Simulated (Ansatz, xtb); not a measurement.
Pulling on the O3–H4 bond in BeFHO (SMILES [OH][Be][F]) (multiplicity 1 held, fragments rigid). Energies count from the point at 0.954 Å.
Geometry at that point (charge 0, multiplicity 1):
```xyz
4

Be     0.0293     0.0148    -0.0256
F      0.9828     0.5280    -0.8951
O     -0.9986    -0.4674     0.8245
H     -0.9734    -1.0724     1.5614
```

Unrestricted levels (U-) break spin symmetry where that is lower. Active spaces are followed from a long bond inwards. Levels need not reach the same state.

Cores are frozen in the correlated methods.

Run with Ansatz (a quantum-chemistry and plane-wave program); xtb for the GFN methods. Values without a source in brackets are computed. The GFN methods have no spin term and hold the electronic entropy of 300 K.

Energies in kJ/mol.

```tsv
R (Å)	GFN2-xTB	U-SCS-MP2/aug-cc-pVTZ	SC-NEVPT2 on CASSCF(4,3)/aug-cc-pVTZ	FIC-MRCISD on CASSCF(4,3)/aug-cc-pVTZ	FIC-MRCISD+Q on CASSCF(4,3)/aug-cc-pVTZ
0.763	138	155	170	150	152
0.858	23	30	42	27	28
0.954	0	0	0	0	0
1.049	20	20	16	22	21
1.145	60	66	60	69	68
1.288	134	153	148	158	156
1.431	211	280	241	248	247
1.669	329	481	377	374	376
1.908	424	538	471	457	462
2.194	507	554	527	505	513
2.575	573	557	549	524	534
3.052	613	558	555	529	540
```

Doubts at one or more of the structures used: a spin-contaminated determinant (U-SCS-MP2/aug-cc-pVTZ); active orbitals that take no part (SC-NEVPT2 on CASSCF(4,3)/aug-cc-pVTZ, FIC-MRCISD on CASSCF(4,3)/aug-cc-pVTZ, FIC-MRCISD+Q on CASSCF(4,3)/aug-cc-pVTZ).
